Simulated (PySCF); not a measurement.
**17O chemical shifts**

- GFN2-xTB structure
- shielding tensors at PBE0/pcSseg-1 (GIAO)
- code: PySCF 2.14
- non-relativistic, gas phase, averaged over atoms made equivalent by symmetry, fast rotation or ring inversion, single conformer

Shieldings were converted by a linear fit to measured shifts: 17O (scatter 10.7 ppm rms, 12.2 ppm with the 3 outliers that the fit left out vs liquid water, solution or neat liquid). A few per cent of atoms miss by over 2 rms, more outside the fitted compound classes.

Q: Give the 17O shifts of `C=CO[SiH](CCl)CCl`, `C[C@@H]1[C@H](F)COS1(=O)=O`.

A: 
```
                                                      compound                                      environment  δ (ppm)
                                             C=CO[SiH](CCl)CCl                           oxygen bonded to C, Si     69.9
[CH3:1][C@@H:2]1[C@H:3]([F:4])[CH2:5][O:6][S:7]1(=[O:8])=[O:9]                                   O9: S=O oxygen    170.2
[CH3:1][C@@H:2]1[C@H:3]([F:4])[CH2:5][O:6][S:7]1(=[O:8])=[O:9]                                   O8: S=O oxygen    159.4
[CH3:1][C@@H:2]1[C@H:3]([F:4])[CH2:5][O:6][S:7]1(=[O:8])=[O:9]  O6: oxygen bonded to C, S, in a 5-membered ring    132.7
```

Q: Match the shifts 610.3, 256.2, 86.0 ppm to `O=Cc1ccnnc1F`, `[SiH3]OC1=C[SiH2][C@H]2C[C@@H]1C2`, `C[SiH2]c1ccc(C[SiH3])o1`.

A: 610.3: O=Cc1ccnnc1F (aldehyde oxygen); 256.2: C[SiH2]c1ccc(C[SiH3])o1 (aromatic ring oxygen); 86.0: [SiH3]OC1=C[SiH2][C@H]2C[C@@H]1C2 (oxygen bonded to C, Si).
